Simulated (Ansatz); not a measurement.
## Energy profile

The step: ZnH₂O₂ ([OH][Zn][OH]) + H₂ → ZnH₂O ([OH][ZnH]) + H₂O (still joined by a long Zn–O bond); bonds formed: Zn1–H5, O2–H4; bonds broken: H4–H5; bonds weakened to dative contacts: Zn1–O2 (atoms numbered as in the saddle structure below).

Zn1  (-0.032, -0.064, -0.421)
O2  (-0.119, -0.680, 1.419)
O3  (0.407, -0.435, -2.111)
H4  (-0.438, 0.567, 1.262)
H5  (-0.681, 1.303, 0.640)
H6  (0.636, -0.966, 1.941)
H7  (0.227, 0.275, -2.730)
(Å)

Electronic energies by CCSD(T) at an estimated basis limit (MP2 extrapolated from triple and quadruple zeta, plus CCSD(T) − MP2 in triple zeta), on PBE0-D4/def2-TZVP structures; ZnH₄O₂, singlet; no counterpoise correction. Ansatz 0.2.0; basis: def2-TZVPP and def2-QZVPP; cores frozen in the correlated methods. The 3s and 3p shells of Cu and Zn are frozen; filled d shells are correlated. Extrapolation: Hartree–Fock as exp(−7.88 √X), correlation as X^−2.97.

**Question.** Give the profile in kJ/mol, counted from the separated reactants. (Judge from chemistry; the value comes from the calculation.)

**Answer.** By the calculation:
```csv
point,kJ/mol
"separated: ZnH₂O₂ (linked as [OH][Zn][OH]; Zn1, O2, O3, H6, H7; singlet) + H₂ (H4, H5; singlet)",0.0
start structure,-7.2
saddle,101.1
end structure,-43.4
"separated: ZnH₂O (linked as [OH][ZnH]; Zn1, O3, H5, H7; singlet) + H₂O (O2, H4, H6; singlet)",10.4
```

No T1 diagnostic of these runs exceeds 0.018.

For scale, one of the runs: CCSD(T)/def2-TZVPP, 182 basis functions, launched by `ansatz run in.yaml --threads 4 --pin off --events-out ev --progress --plain --max-ram 9574MiB`. Hardware: 4 CPU threads of an Arm Neoverse V2, shared host. Wall time 27 s; peak host memory 1.8 GiB.
